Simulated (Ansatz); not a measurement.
C2H10InNO (`[CH3][In-]([CH3])([NH3+])[OH]`), relaxed with RKS PBE-D4/def2-SVP in Ansatz 0.2.0 from a rough embedded geometry. The force threshold is 0.03 eV/Å; the program also tests the step.

Total charge 0; spin multiplicity 1. In: def2 effective core potential.

Start:

```xyz
15

C     1.521   -0.083   -1.298
In   -0.301   -0.128   -0.187
C     0.108   -0.948    1.775
N    -1.081    1.807    0.045
O    -1.689   -1.259   -1.131
H     2.412   -0.327   -0.677
H     1.489   -0.913   -2.106
H     1.645    0.851   -1.814
H     1.214   -1.045    1.996
H    -0.344   -1.969    1.903
H    -0.331   -0.289    2.584
H    -0.340    2.401    0.553
H    -1.906    1.814    0.467
H    -1.138    2.241   -0.950
H    -1.259   -2.151   -1.160
```

Task: By how much does the energy fall, and how many steps does the optimiser take? (Best estimate.)

Result: Ansatz gave: 142.99 kJ/mol, in 28 steps, 1 of them rejected.

Task: Which bonds change most? (An estimate is asked.)

Result: Ansatz gave: In2–N4 from 2.099 to 2.395 Å; N4–H13 from 0.927 to 1.048 Å; In2–O5 from 2.024 to 2.107 Å; N4–H14 from 1.086 to 1.027 Å.

Task: Give the relaxed structure. (An estimate is asked.)

Result: Ansatz gave: 
```xyz
15

C     1.710   -0.148   -1.562
In    0.155   -0.422   -0.064
C     0.132   -1.091    2.015
N    -0.886    1.735   -0.012
O    -1.708   -0.609   -1.032
H     2.588    0.390   -1.152
H     2.045   -1.134   -1.941
H     1.289    0.428   -2.409
H     1.074   -0.817    2.530
H     0.012   -2.192    2.065
H    -0.718   -0.620    2.547
H    -1.201    2.152    0.871
H    -1.682    1.220   -0.459
H    -0.570    2.488   -0.635
H    -2.240   -1.378   -0.762
```
